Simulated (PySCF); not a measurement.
Compound: C₄H₃F₄NO.
Z-matrix (Å and degrees, PBE0-D3(BJ)/def2-SVP geometry), rows numbered from 1:
```
C 
N   1  1.2707
C   2  1.3793  1  118.79
C   3  1.3400  2  120.42  1  -179.43
F   4  1.3174  3  122.17  2   178.85
O   4  1.3456  3  124.34  2    -4.48
C   6  1.3660  4  119.18  3   102.61
F   7  1.3128  6  107.36  4  -166.09
F   7  1.3272  6  111.39  4    74.72
F   7  1.3227  6  111.54  4   -45.88
H   1  1.1073  2  123.46  3    -0.14
H   1  1.0974  2  119.21  3   179.81
H   3  1.0995  2  121.95  1     0.55
```

Linear response at B3LYP/def2-SVPD (PySCF, frozen core in the response, non-relativistic).

Static isotropic polarisability: 71.06 au (10.53 Å³), principal values 45.8, 62.7, 104.7 au.

(1) What is the polarisability at 1064 nm and at the sodium D line?

(2) What is the isotropic C6 coefficient between two such molecules, C6 = (3/π)∫α(iω)² dω?

(3) Which effective excitation energy ω̄ makes London's formula C6 = (3/4)α²ω̄ exact here?

(4) What three-body coefficient follows from the one-pole estimate C9 = (3/4)·α·C6?

(5) How many electrons N does the Slater–Kirkwood formula C6 = (3/4)·√N·α^(3/2) need to give this C6?

(6) The lowest 6 singlets have (eV, f): 4.49, 0.001; 5.52, 0.502; 6.79, 0.001; 6.96, 0.001; 7.16, 0.127; 7.24, 0.051. What share of the static polarisability do they carry in the sum over states α = Σ f/ω²?

(7) What n − 1 at the D line would an ideal gas of it have at 273.15 K and 1 atm (2.6868 × 10¹⁹ cm⁻³), by n − 1 = 2π·N·α′?

(8) What does −C6/R⁶ come to at R = 12 Å between centres?

(9) What molar refraction at the D line follows from R = (4π/3)·N_A·α′, with α′ the polarisability volume?

## Answers

(1) 72.00 au at 1064 nm (+1.3 %), 74.41 au at 589.3 nm (+4.7 %). The rise at 589.3 nm is 3.53 times that at 1064 nm; a pure ω² law gives 3.26. The lowest singlet lies at 276 nm, shorter than both wavelengths.

(2) 2128 au (Eh·bohr⁶) by a ten-point quadrature over imaginary frequencies, which is 1270 eV·Å⁶ or 123 J·nm⁶/mol.

(3) ω̄ = 4·C6/(3α²) = 0.562 Eh = 15.3 eV. A one-pole form α(ω) = α/(1 − ω²/ω̄²) fitted to the 1064 nm value gives 10.2 eV.

(4) 113000 au. This is an estimate from the two numbers above, not a computed integral.

(5) N = (4·C6/3)²/α³ = 22.4; the species has 78 electrons in all.

(6) 14.80 au, 20.8 % of α; the largest term, 12.19 au, is that of the state at 5.52 eV. Their oscillator strengths add up to 0.68. Higher states carry the rest.

(7) 18.61 × 10⁻⁴, a formal value whether or not that pressure can be reached.

(8) -41 J/mol. This is the leading, orientation-averaged term; C8 and higher terms are left out.

(9) α′ = 11.03 Å³ gives R = 27.81 cm³/mol, for isolated, non-vibrating species.

One conformer stands for the species.
